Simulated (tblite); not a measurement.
Compound: C5H9NSi2 (charge -1 and doublet state).
Cartesian coordinates in Å at the GFN2-xTB level; atoms count from 1:
```
atom  x, y, z in Å
N1     4.2538    3.3036    0.0718
C2     3.6330    2.3005    0.0725
C3     2.9398    1.1724    0.1719
C4     2.2611    0.1362   -0.0574
Si5    1.3774   -1.3306    0.5271
C6    -0.4398   -1.0919   -0.0233
C7    -1.0778    0.1179    0.6530
Si8   -2.8842    0.3836    0.1637
H9     1.2058   -1.8613    1.9272
H10    1.9364   -2.5102   -0.1913
H11   -0.4889   -0.9663   -1.1075
H12   -1.0222   -1.9894    0.2073
H13   -0.4863    1.0038    0.4055
H14   -0.9996   -0.0006    1.7385
H15   -3.6980   -0.7897    0.5211
H16   -3.0251    0.5954   -1.2818
H17   -3.4924    1.5389    0.8413
```

All values are computed: GFN2-xTB (tblite) harmonic vibrations without scaling, gas phase. The method is semi-empirical: single wavenumbers can be off by several per cent or more. Modes of hydrogen on silicon can be 10 to 20 % off. One conformer, not necessarily the lowest. Open shells enter through the occupations alone, without spin polarisation, and single modes of such species can be off by tens of per cent.

Harmonic wavenumbers (cm⁻¹): 27.2, 54.6, 85.9, 104.6, 127.9, 151.8, 177.4, 230.9, 254.2, 282.1, 358.8, 463.3, 493.1, 496.3, 514.7, 560.3, 597.0, 678.7, 722.2, 744.1, 762.5, 799.5, 808.4, 816.0, 841.0, 885.3, 1066.1, 1076.7, 1129.3, 1199.4, 1280.4, 1314.2, 1485.7, 1519.4, 1822.1, 1957.1, 1992.1, 2174.6, 2187.6, 2194.0, 2218.6, 2917.1, 2927.5, 2952.8, 2957.1.

A = 2082, B = 531.0, C = 434.3 MHz; mass 139.027 u (most abundant isotopes); point group C1, symmetry number 1; spin multiplicity 2.

Q: Zero-point energy?

A: Half the sum of the wavenumbers: 24205 cm⁻¹ = 69.20 kcal/mol.

Q: Entropy at 200 K, 1 bar (ideal gas, RRHO, classical rotation)?

A: Translation 38.74, rotation 29.69, vibration 26.02, spin (R ln 2) 1.38: S = 95.8 cal/(mol K).

Q: And Cp and H(200 K) − H(0)?

A: Cp = 33.30 cal/(mol K), of which vibrations give 25.35 (their classical limit is 45 R = 89.4); H(200 K) − H(0) = 4.29 kcal/mol without the zero-point energy, 2.70 from vibrations.

Q: What must be added to the electronic energy to get the Gibbs energy at 200 K and 1 bar?

A: ZPE + [H(200 K) − H(0)] − T·S = 69.20 + 4.29 − 19.17 = 54.32 kcal/mol.

Q: How do the functions run with temperature in this model?

A: 
```csv
T (K),S (cal/(mol K)),Cp (cal/(mol K)),H − H(0) (kcal/mol),G − H(0) (kcal/mol),ln q(vib)
100,77.0,22.2,1.51,-6.19,2.79
300,111.3,43.5,8.14,-25.25,9.60
500,137.3,58.5,18.44,-50.20,15.73
800,168.1,72.4,38.26,-96.21,23.84
1000,184.9,78.4,53.38,-131.55,28.63
```

q(vib) and H(0) count from the zero-point level.

Q: Blend soft modes into free rotors: weight 1/[1 + (100 cm⁻¹/ν̃)⁴] for the oscillator and the rest for a rotor with moment μB/(μ + B), μ = h/(8π²ν), B = 10⁻⁴⁴ kg m². What vibrational entropy results?

A: 23.58 cal/(mol K) in place of 26.02, which changes −T·S at 200 K by +0.49 kcal/mol.

Q: Which modes carry the vibrational entropy at 200 K?

A: 27.2 cm⁻¹: 5.23; 54.6 cm⁻¹: 3.86; 85.9 cm⁻¹: 2.98; 104.6 cm⁻¹: 2.60; 127.9 cm⁻¹: 2.22; 151.8 cm⁻¹: 1.91 cal/(mol K); the other 39 give 7.22 together.

Hindered rotation and anharmonicity are outside this model. Other conformers, if any are populated, would add a mixing term that is left out. The structure is chiral; the term R ln 2 for an equal mix with its mirror image is left out.
